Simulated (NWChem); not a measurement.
Correlation energy of HBF

SMILES: [BH]F
```xyz
3

B      0.6290    -0.3926     0.0000
F     -0.5341     0.1901     0.0000
H      1.6619     0.2522     0.0000
```
Charge 0, spin multiplicity 2.

All runs are NWChem calculations. Structure: optimised with UPBE0/def2-SVP, a minimum by its harmonic frequencies.

Basis set: cc-pVTZ. Each correlation energy counts from its own Hartree-Fock reference.

The correlated methods keep 2 core orbitals frozen. The structure started from a generated list of species. The unpaired electrons of the parent sit in orbitals of symmetry a' (Cs labels of the run); other states weren't searched. No SCF solution was tested for a lower state. Open-shell Hartree-Fock references start from PBE0 orbitals. Coupled-cluster values serve here as a point of comparison, not as the truth.

**Question.** Order these methods by the correlation energy they give, lowest first: CCSD(T) on ROHF, URI-MP2, SCS-UMP2, CCSD[T] on ROHF.

**Answer.** CCSD[T] on ROHF (-350.6 mHa), CCSD(T) on ROHF (-349.7 mHa), URI-MP2 (-327.7 mHa), SCS-UMP2 (-323.0 mHa)
